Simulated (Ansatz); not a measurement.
`[NH2][Al]([SH])[O][SiH3]` + `OCO` → `OCO[SiH3]` + `[NH2][Al]([OH])[SH]`  (ligand exchange at the Si–O bond)

Isolated molecules relaxed with PBE0-D4/def2-TZVP in Ansatz; ΔE leaves out vibrations. CBS: MP2 limit from def2 TZ/QZ plus the TZ coupled-cluster correction, frozen cores. This one scheme is used for every species. DFT in def2-TZVPP. B3LYP here is the variant with VWN-RPA as its local correlation; programs differ in this. One conformer a species, not always the lowest.

`[NH2][Al]([SH])[O][SiH3]`:

Z-matrix (Å, degrees):
```
Si
O 1 1.623
H 1 1.486 2 110.1
H 1 1.487 2 110.1 3 120.1
H 1 1.490 2 110.6 3 -120.0
Al 2 1.682 1 159.2 3 120.6
S 6 2.179 2 120.2 1 -0.7
N 6 1.754 2 119.8 1 179.3
H 7 1.344 6 92.2 2 0.0
H 8 1.006 6 125.0 2 -180.0
H 8 1.006 6 124.3 2 0.0
```

`OCO`:

Cartesian coordinates in Å:
```
O 0.483 1.000 0.503
C -0.404 0.064 -0.035
O 0.228 -1.113 -0.441
H 0.887 0.609 1.284
H -0.892 0.577 -0.870
H -1.159 -0.250 0.693
H 0.857 -0.888 -1.133
```

`OCO[SiH3]`:

```xyz
10

O     1.377   -1.588    0.954
C     0.222   -0.963    0.526
O     0.536    0.248   -0.114
Si   -0.566    1.211   -0.866
H     1.818   -1.010    1.585
H    -0.462   -0.756    1.364
H    -0.259   -1.656   -0.172
H     0.189    2.360   -1.413
H    -1.254    0.470   -1.959
H    -1.601    1.684    0.095
```

`[NH2][Al]([OH])[SH]`:

```xyz
8

N    -1.370    0.540   -0.533
Al    0.134   -0.104    0.119
O     1.663    0.252   -0.516
S     0.069   -1.440    1.837
H    -1.450    1.161   -1.321
H    -2.281    0.332   -0.160
H     1.828    0.821   -1.265
H     1.408   -1.562    1.838
```

| level | ΔE (kJ/mol) | difference from CCSD(T)/CBS |
| --- | --- | --- |
| PBE0-D4 | 38.2 | 0.0 |
| B3LYP-D4 | 38.6 | 0.4 |
| ωB97M-V | 37.3 | -0.9 |
| B2PLYP | 37.8 | -0.4 |
| PBE | 34.5 | -3.7 |
| r2SCAN | 36.9 | -1.3 |
| PBE0 | 37.3 | -0.9 |
| B3LYP | 37.3 | -0.9 |
| HF/def2-TZVPP | 43.7 | 5.5 |
| MP2/def2-TZVPP | 38.1 | -0.1 |
| SCS-MP2/def2-TZVPP | 39.3 | 1.1 |
| HF/def2-QZVPP | 44.1 | 5.9 |
| MP2/def2-QZVPP | 37.6 | -0.6 |
| SCS-MP2/def2-QZVPP | 38.9 | 0.7 |
| MP2/CBS(def2) | 37.1 | -1.1 |
| CCSD/CBS(def2) | 39.0 | 0.8 |
| CCSD(T)/CBS | 38.2 | 0 |

Largest T1 diagnostic among the species: 0.011.

In def2-TZVPP, CCSD(T) changes the Hartree–Fock value by −4.6 kJ/mol (the triples alone add −0.8 kJ/mol) and MP2 by −5.6 kJ/mol.
